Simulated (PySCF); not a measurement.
## Bond energies at PBE0/def2-SVP beside a composite method

PySCF, lowest determinants of a PBE0 search. The composite is CCSD(T) extrapolated to the basis-set limit from two correlation-consistent sets, with core-valence (CV) and scalar-relativistic (SR) terms as its label shows; it has no spin–orbit coupling and nothing beyond (T).

| species | state (unpaired electrons) | De PBE0 (eV) | De composite (eV) | composite | dissociates to |
| --- | --- | --- | --- | --- | --- |
| SbI | triplet (π ↑↑) | 2.33 | 2.20 | CCSD(T)/CBS(DT) | Sb + I |
| SbF | triplet (π ↑↑) | 3.80 | 4.12 | CCSD(T)/CBS(DT) | Sb + F |
| O2 | triplet (π ↑↑) | 5.51 | 5.19 | CCSD(T)/CBS(TQ)+CV+SR | O + O |
| GeCl⁺ | singlet (closed shell) | 4.65 | 4.62 | CCSD(T)/CBS(DT)+CV | Ge⁺ + Cl |
| PbH | doublet (π ↑) | 2.39 | 2.53 | CCSD(T)/CBS(DT) | H + Pb |
| KSr | doublet (σ ↑) | 0.20 | 0.15 | CCSD(T)/CBS(DT) | K + Sr |
| InF⁺ | doublet (σ ↑) | 1.04 | 1.11 | CCSD(T)/CBS(DT) | In⁺ + F |
| LiI | singlet (closed shell) | 3.70 | 3.95 | CCSD(T)/CBS(TQ)+CV | Li + I |

Q: Does PBE0 bind more or less than the composite, by how much on average, and where is the difference largest?

A: PBE0/def2-SVP binds about as much on average, method and basis taken together: the mean signed difference is -0.03 eV and the mean absolute one 0.16 eV; it is largest for SbF (-0.32 eV).

The molecules are drawn from runs that passed checks on state, spin purity and fit, so the hardest cases are missing and the errors look smaller than over all diatomics.

Correlated steps freeze the inner cores (2 to 19 orbitals); shallow outer-core shells are correlated. Weak bonds: KSr. Basis-set superposition, not corrected here, can be much of De in a small basis, most of all at correlated wavefunction levels. Functionals without a dispersion term scatter widely for such bonds, and LDA overbinds them. Spin–orbit coupling is left out, which matters for elements this heavy, above all for dissociation energies. For an ion De counts to the pair picked by the measured ionisation energies or electron affinities, which need not be the lowest pair at this level. Where the molecule has an RHF reference, its open-shell atoms are computed with UHF. States were picked by a PBE0 search and need not be the measured ground states.
